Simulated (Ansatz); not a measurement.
Energy profile

The step: TiNH₃OF₂ ([NH2][Ti]([OH])([F])[F]) → TiNHF₂ ([NH][Ti]([F])[F]) + H₂O (still joined by a long Ti–O bond); bonds formed: O2–H4; bonds broken: N3–H4; bonds weakened to dative contacts: Ti1–O2 (atoms numbered as in the saddle structure below).

| atom | x (Å) | y (Å) | z (Å) |
| --- | --- | --- | --- |
| Ti1 | -0.2720 | 0.3539 | 0.6662 |
| O2 | 1.3683 | -0.5426 | -0.0805 |
| N3 | -0.9872 | -0.3532 | -0.7271 |
| H4 | 0.4092 | -0.6290 | -0.7764 |
| F5 | -0.0788 | 2.1173 | 0.5416 |
| F6 | -0.9269 | -0.1694 | 2.2297 |
| H7 | 2.0939 | -0.0238 | -0.4393 |
| H8 | -1.6065 | -0.7532 | -1.4143 |

Electronic energies by CCSD(T) at an estimated basis limit (MP2 extrapolated from triple and quadruple zeta, plus CCSD(T) − MP2 in triple zeta), on PBE0-D4/def2-TZVP structures; TiNH3OF2, closed shell; no counterpoise correction. Ansatz 0.2.0; basis: def2-TZVPP and def2-QZVPP; cores frozen in the correlated methods. Extrapolation: Hartree–Fock as exp(−7.88 √X), correlation as X^−2.97.

(1) Give the profile in kcal/mol, counted from the start structure. (Judge from chemistry; the value comes from the calculation.)

T1 diagnostic: at most 0.026. The T1 diagnostic is large here, which may signal multireference character or strong orbital relaxation, so CCSD(T) is less sure. The restricted Hartree–Fock reference is unstable towards an unrestricted one at one or more of these structures.

Results:

(1) Computed:
```tsv
point	kcal/mol
start structure	0.00
saddle	45.62
end structure	32.49
separated: TiNHF2 (linked as [NH][Ti]([F])[F]; Ti1, N3, F5, F6, H8; singlet) + H2O (O2, H4, H7; singlet)	65.95
```

For scale, one of the runs: CCSD(T)/def2-TZVPP, 230 basis functions, launched by `ansatz run in.yaml --threads 8 --pin off --events-out ev --progress --plain --max-ram 19148MiB`. Time: 84 s of wall clock on 8 CPU threads of a Oxide Virtual Turin-like; the host was shared. Peak host memory: 4.6 GiB.
